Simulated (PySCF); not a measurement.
**How methods differ on the excitation energy of Os⁺**

Os⁺ [Xe] 4f14 5d6 6s1 (6D) → Os⁺ [Xe] 4f14 5d5 6s1 6p1 (8P), as a difference of total energies. Calculation: PySCF 2.14, in aug-cc-pwCVDZ-PP with ECP60MDF (6s6p5d3f, 70 functions); scalar relativity through the core potential. Correlated levels: valence: 5s2 5p6 frozen. The calculations carry no spin-orbit coupling.

| method | excitation energy (eV) |
| --- | --- |
| UHF | 3.302 |
| MP2 (valence) | 4.383 |
| SCS-MP2 (valence) | 4.760 |
| CCSD (valence) | 4.352 |
| CCSD(T) (valence) | 4.394 |

Question: How much does correlation contribute at CCSD(T) (valence)?

Answer: 4.394 − (3.302) = 1.092 eV, measured against UHF.
